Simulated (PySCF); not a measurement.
Gas-phase reaction: 3 F + 2 B₃O₃H₃ + 3 BF₂ ⇌ 3 BF₃.H₂O + 3 B₂O

Method: PySCF energies (xtb for GFN2) plus ideal-gas RRHO corrections (1 bar). † marks an energy on the PBE0/def2-TZVP geometry and frequencies; other levels use their own. CCSD(T) freezes the core. Open shells (unrestricted): F (multiplicity 2), BF₂ (multiplicity 2); the rest are closed-shell singlets. GFN2 has no spin-polarisation term. Spin-orbit splitting is ignored; it lowers the true energy and changes the entropy of F. B3LYP is the form with VWN-RPA correlation. Adducts (BF₃.H₂O) have no counterpoise correction, and HF, PBE, BLYP, B3LYP and PBE0 lack dispersion. BF₃.H₂O: computed as isolated molecules; such fragments, hydroxides, amides, oligomers or adducts are transient or little studied in the gas. CCSD(T) isn't extrapolated to the basis-set limit. Strong static correlation: B₂O.

| level | ΔH°(298 K), kJ |
|---|---|
| B3LYP/def2-TZVP† | ___ |
| BLYP/def2-TZVP† | -12 |
| CCSD(T)/def2-SVP† | -48 |
| CCSD(T)/def2-TZVPP† | -119 |
| GFN2-xTB | 325 |
| PBE/def2-SVP | ___ |
| PBE/def2-TZVP† | 13 |
| PBE0/def2-QZVP† | 65 |
| PBE0/def2-SVP† | ___ |
| LDA/def2-TZVP† | -151 |
| ωB97X-V/def2-TZVP† | ___ |

**Question.** What belongs in the gaps?

**Answer.** 
- B3LYP/def2-TZVP†, ΔH°(298 K), kJ: 26
- PBE/def2-SVP, ΔH°(298 K), kJ: 0
- PBE0/def2-SVP†, ΔH°(298 K), kJ: 77
- ωB97X-V/def2-TZVP†, ΔH°(298 K), kJ: -19
